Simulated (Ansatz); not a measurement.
Computed with Ansatz on PBE0-D4/def2-TZVP structures; ΔE is electronic, products minus reactants. CCSD(T)/CBS is the MP2 limit (def2-TZVPP, def2-QZVPP) plus CCSD(T) − MP2 in def2-TZVPP, frozen cores. DFT in def2-TZVPP. HSE06 is defined as in plane-wave codes. For Ge outer-core shells are correlated without core-valence functions, which leaves a few kJ/mol of doubt a bond. Scalar relativity is left out up to krypton. Each species was taken in one conformer, which may not be the lowest.

Consider the isomerisation: `[CH3][GeH]([NH2])[SiH3]` → `C[N]([SiH3])[GeH3]`.

| level | ΔE (kJ/mol) |
| --- | --- |
| BLYP-D4 | 34.7 |
| B97M-V | 31.2 |
| HSE06-D4 | 43.7 |
| CAM-B3LYP-D4 | 25.2 |
| r2SCAN | 41.6 |
| r2SCAN0 | 38.6 |
| CCSD(T)/def2-TZVPP | 33.5 |
| HF/CBS(def2) | 12.9 |

Q: What does CCSD(T)/CBS give? (Estimate.)

A: The calculation gave: +34.5 kJ/mol. The listed levels differ from it by 0.2, -3.3, 9.2, -9.3, 7.1, 4.1, -1.0, -21.6 kJ/mol.

Largest T1 diagnostic among the species: 0.011.

Leaving LDA and LC-ωPBE aside and taking each functional with its dispersion term where it has one, the values, not all of them listed here, spread over 24.0 kJ/mol, from BHLYP-D4 to PBE-D4. LDA lies −14.7 kJ/mol from PBE without D4. From BLYP to BHLYP (50 % exact exchange), in def2-TZVPP and without D4, ΔE moves by −15.0 kJ/mol. At CCSD(T), def2-SVP lies −25.2 kJ/mol from the extrapolated value and def2-TZVPP −1.0 kJ/mol.

CCSD(T)/CBS has its own doubt, a few kJ/mol and more with outer-core shells, so smaller differences from it don't rank the levels.
